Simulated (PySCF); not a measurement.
Gas-phase XPS of `C[O][Al-]([O]C)([O]C)[O]C`, computed

Species: C4H12AlO4 (charge -1).
Numbering: `[CH3:1][O:2][Al-:3]([O:4][CH3:5])([O:6][CH3:7])[O:8][CH3:9]`

Geometry (PBE0-D3(BJ)/def2-SVP, Å), atoms numbered from 1 in this order:
```
atom  x, y, z in Å
C1    -1.1179   -2.1815   -1.3293
O2    -0.3324   -1.6954   -0.3180
Al3   -0.0017    0.0053    0.0154
O4    -1.4032    0.9103   -0.5566
C5    -1.4033    2.1875   -1.0518
O6     0.3341    0.1122    1.7437
C7    -0.1690   -0.7078    2.7187
O8     1.3985    0.6932   -0.8075
C9     2.6865    0.7104   -0.3426
H10   -1.8299   -1.4287   -1.7318
H11   -1.7323   -3.0504   -0.9975
H12   -0.5265   -2.5492   -2.2016
H13   -1.7698    2.9391   -0.3126
H14   -2.0717    2.2899   -1.9379
H15   -0.3971    2.5324   -1.3736
H16    0.5718   -0.8831    3.5326
H17   -1.0707   -0.2845    3.2226
H18   -0.4677   -1.7089    2.3393
H19    3.2072    1.6612   -0.6011
H20    2.7554    0.6030    0.7617
H21    3.3173   -0.1031   -0.7743
```

Computed with delta-SCF UKS SCAN, pcX-2 on the ionised atom, pcseg-1 elsewhere, spin-free X2C (PySCF). Each binding energy is the total energy of the core-ionised species, with the hole localised on one atom, minus that of the ground state; both are solved self-consistently, so orbital relaxation is included.

Problem. What binding energy does each computed site have?

Solution. 
```csv
atom(s),environment,level,binding energy (eV),count
C1/C5/C7/C9,methoxy carbon,C 1s,287.81,4
O2/O4/O6/O8,oxygen bonded to Al and C,O 1s,532.31,4
Al3,aluminium bonded to 4 O,Al 1s,1561.26,1
```

Problem. Which photon energy gives electrons from Al 1s of Al3 a kinetic energy of 200 eV, and what is their de Broglie wavelength?

Solution. hν = 1561.26 + 200 = 1761.26 eV, recoil neglected; λ = 12.264 Å/√(E/eV) = 0.87 Å.

Problem. What is the longest wavelength that can ionise Al 1s of Al3 vertically?

Solution. λ = hc/E = 12398.42 eV Å / 1561.26 eV = 7.941 Å.

One atom of each set of topologically equivalent atoms was ionised and stands for the set; in this conformer not all members are related by symmetry, and their own values weren't computed. The species carries charge -1, so core ionisation leaves a neutral species. The basis sets have no added diffuse functions. Geometry: PBE0-D3(BJ)/def2-SVP, one conformer, isolated ion. The geometry's basis has no diffuse functions, a weakness for an anion.
